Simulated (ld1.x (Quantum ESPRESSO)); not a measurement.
# F (Z = 9): excitation energies, all-electron against PAW

* Element: fluorine
* Generator: ld1.x (Quantum ESPRESSO) 7.5
* Type: PAW
* Functional: LDA (PZ)
* Relativity: scalar-relativistic
* Frozen core: [He]
* Valence charge: 7
* Reference configuration: 2s1.5 2p5.5
* Partial waves: 2s (bound): rcut 0.90, rcutus 1.00 bohr; 2s channel at -0.65 Ry: rcut 0.90, rcutus 1.00 bohr; 2p (bound): rcut 1.35, rcutus 1.70 bohr; 2p channel at -0.25 Ry: rcut 1.35, rcutus 1.70 bohr; 3d channel at 0.25 Ry: rcut 1.30, rcutus 1.50 bohr
* Local potential: all-electron potential smoothed inside 1.40 bohr (lloc = -1)
* Core correction: a·sin(br)/r model core inside 0.90 bohr
* Augmentation charge: PSQ, inside the norm-conserving radii

Energies are relative to the spin-unpolarised reference configuration 2s1.5 2p5.5; without spin polarisation the order of configurations can differ from experiment. Spin-polarised rows fill each open shell by Hund’s rule, majority spin first.

```json
{"valence configuration": "2s2 2p5", "charge": "0", "ΔE all-electron (eV)": "-9.186", "error AE − PS (meV)": "-0.3"}
{"valence configuration": "2s2 2p4", "charge": "+1", "ΔE all-electron (eV)": "10.370", "error AE − PS (meV)": "-11"}
{"valence configuration": "2s2 2p3", "charge": "+2", "ΔE all-electron (eV)": "48.882", "error AE − PS (meV)": "-65"}
{"valence configuration": "2s1 2p6", "charge": "0", "ΔE all-electron (eV)": "9.205", "error AE − PS (meV)": "-0.2"}
{"valence configuration": "2s2 2p4.5", "charge": "+0.5", "ΔE all-electron (eV)": "-1.555", "error AE − PS (meV)": "-2.9"}
{"valence configuration": "2s1 2p5", "charge": "+1", "ΔE all-electron (eV)": "29.025", "error AE − PS (meV)": "-7.5"}
{"valence configuration": "2s2 2p5.3", "charge": "-0.3", "ΔE all-electron (eV)": "-11.911", "error AE − PS (meV)": "+0.1"}
{"valence configuration": "2s1.5 2p5.5 (spin-polarised)", "charge": "0", "ΔE all-electron (eV)": "-0.406", "error AE − PS (meV)": "-0.2"}
```

(1) What are ΔE and the potential's error for 2s2 2p5 (spin-polarised)?

## Answers

(1) ΔE = -9.565 eV all-electron; the error (AE − PS) is -0.7 meV.
